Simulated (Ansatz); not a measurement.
`BC1[SiH2][SiH2]1` + `OC[AsH2]` → `B[AsH]CO` + `C1[SiH2][SiH2]1` at 298.15 K and 1 bar (ligand exchange at a B–C bond).

Calculated with Ansatz (gas phase, PBE0-D4/def2-TZVP geometries, no zero-point term in ΔE). CCSD(T)/CBS adds triple-zeta CCSD(T) − MP2 to the extrapolated MP2 energy (def2 sets, frozen cores). For As outer-core shells are correlated without core-valence functions, which leaves a few kJ/mol of doubt a bond. Scalar relativity is left out up to krypton. Each species was taken in one conformer, which may not be the lowest.

```tsv
species	CCSD(T)/CBS energy (Eh)	H − E (kJ/mol)	S (J/(mol·K))
`BC1[SiH2][SiH2]1`	-645.16518	205.9	325.2
`OC[AsH2]`	-2351.21112	167.3	300.7
`B[AsH]CO`	-2376.59328	205.2	335.2
`C1[SiH2][SiH2]1`	-619.77066	170.4	288.4
```

H − E and S are ideal-gas, rigid-rotor, harmonic terms from PBE0-D4/def2-TZVP, for one conformer and one mirror image of each species. 1 Eh = 2625.50 kJ/mol, R = 8.31446 J/(mol·K).

Task: By hand: ΔE, ΔH, ΔS and ΔG.

Result: ΔE = (-2376.59328) + (-619.77066) − (-645.16518) − (-2351.21112) = 0.01236 Eh = 32.5 kJ/mol. Δ(H − E) = 205.2 + 170.4 − 205.9 − 167.3 = 2.4, so ΔH = 34.9 kJ/mol. ΔS = 335.2 + 288.4 − 325.2 − 300.7 = -2.3 J/(mol·K). ΔG = 34.9 − 298.15 × (-2.3)/1000 = 35.6 kJ/mol.

Task: By hand: the equilibrium constant, and the temperature at which ΔG would vanish if ΔH and ΔS stayed fixed.

Result: log₁₀ K = −ΔG/(RT ln 10) = -6.2. ΔH and −TΔS have one sign here, so there is no such temperature. One of them is within its doubt of zero, so this could turn.

The number of gas molecules stays the same, so ΔS is small and ΔH decides. A doubt of 5 kJ/mol in ΔE shifts log₁₀ K by 0.9 here. Other conformers and mirror images would add mixing entropy, several J/(mol·K) or more a flexible species. These are equilibria of isolated gas molecules and say nothing of rates. Largest T1 diagnostic: 0.014 (customary marks: 0.02 for closed shells, 0.045 for open ones).
